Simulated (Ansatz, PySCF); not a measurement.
C4H5BO2, SMILES C#CB(O)C(C)=O. Atoms are numbered in the order given.

```xyz
12

C      2.7779     0.3221    -0.6896
C      1.6630    -0.0965    -0.4143
B      0.2467    -0.5896    -0.1111
O     -0.0944    -1.9027    -0.1264
C     -0.8909     0.4437     0.3365
C     -2.0227     0.8657    -0.5601
O     -0.7831     0.8348     1.4904
H      3.7597     0.6936    -0.9251
H      0.6609    -2.4858    -0.2873
H     -2.6821     1.5778    -0.0428
H     -1.6206     1.3174    -1.4833
H     -2.5952    -0.0246    -0.8724
```

Geometry optimised at r2SCAN-D4/def2-SVP. The structure was generated by enumeration, and PubChem lists no compound with its InChIKey, so it may never have been made. One conformer was computed; it need not be the lowest.

Two levels are set side by side: PBE-D3(BJ)/def2-SVP (Ansatz, a first-principles code) and r2SCAN-D4/def2-SVP (Ansatz). Each level has its own optimised geometry; the coordinates shown are those of the second. Frequencies come from the Hessian of PySCF at each geometry. Differences are taken from unrounded values.

```csv
quantity,r2SCAN-D4,PBE-D3(BJ),PBE-D3(BJ) minus r2SCAN-D4
mean bond length (Å),1.253,1.260,0.007
bond C1–C2 (Å),1.222,1.230,0.008
bond C2–B3 (Å),1.530,1.532,0.002
bond B3–O4 (Å),1.357,1.365,0.008
bond B3–C5 (Å),1.601,1.604,0.003
bond C5–C6 (Å),1.504,1.509,0.004
bond C5–O7 (Å),1.223,1.232,0.009
bond C1–H8 (Å),1.076,1.082,0.007
bond O4–H9 (Å),0.968,0.976,0.009
bond C6–H10 (Å),1.100,1.107,0.008
bond C6–H11 (Å),1.104,1.111,0.008
bond C6–H12 (Å),1.104,1.111,0.008
highest harmonic wavenumber (cm⁻¹),3816,3699,-116
mean harmonic wavenumber (cm⁻¹),1232,1202,-29
zero-point energy (kcal/mol),52.82,51.56,-1.26
```
